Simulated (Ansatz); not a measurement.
Pulling the pair apart

The pair of Cu⁺ (SMILES [Cu+], atom 1) and CH$_{4}$ (SMILES C, atoms 2–6), both closed shells, in one local arrangement (a lower one may exist), relaxed at PBE0-D4/def2-TZVP:

```tsv
atom	x (Å)	y (Å)	z (Å)
Cu1	0.1738	-0.6454	-1.6967
C2	-0.0342	0.1258	0.3158
H3	-0.8975	-0.4067	-0.1569
H4	-0.3616	1.1477	0.4937
H5	0.9589	0.1948	-0.1955
H6	0.1607	-0.4162	1.2395
```

CH$_{4}$ is shifted rigidly along the line between the mean atom positions of the two fragments (negative: closer). Counterpoise interaction energies in kcal/mol. Computed with Ansatz 0.2.0 (basis: def2-TZVPPD); correlated methods freeze the cores. The 3s and 3p shells of Cu and Zn are frozen; filled d shells are correlated. B3LYP uses VWN-RPA correlation.

| shift (Å) | B3LYP-D4 | HF | wB97M-V |
| --- | --- | --- | --- |
| -0.22 | -22.38 | 1.70 | -21.07 |
| -0.11 | -26.08 | -5.49 | -24.65 |
| 0.00 | -27.23 | -9.61 | -25.72 |
| 0.11 | -26.82 | -11.69 | -25.26 |
| 0.26 | -25.12 | -12.50 | -23.22 |
| 0.54 | -19.83 | -11.02 | -17.98 |
| 1.08 | -10.84 | -6.53 | -9.45 |
| 2.17 | -2.97 | -2.25 | -2.66 |

Problem. What does CCSD(T) give at these shifts? (An estimate is asked for; the value comes from the calculation.)

Solution. The calculation gives: -16.13, -19.99, -21.37, -21.22, -19.59, -15.08, -7.88, -2.40 kcal/mol. For zero shift, CCSD(T) at an estimated basis limit (MP2 extrapolated from triple and quadruple zeta, plus CCSD(T) − MP2 in triple zeta) gives -24.26 kcal/mol. These are counterpoise interaction energies, counted from the two frozen fragments.

T1 diagnostic: at most 0.020.

For scale, one of the runs: CCSD(T)/def2-TZVPPD, 172 basis functions, launched by `ansatz run in.yaml --threads 2 --pin off --events-out ev --progress --plain --max-ram 5222MiB`. Time: 25 s of wall clock on 2 CPU threads of an Arm Neoverse N1; the host was shared. Peak host memory: 1 GiB.
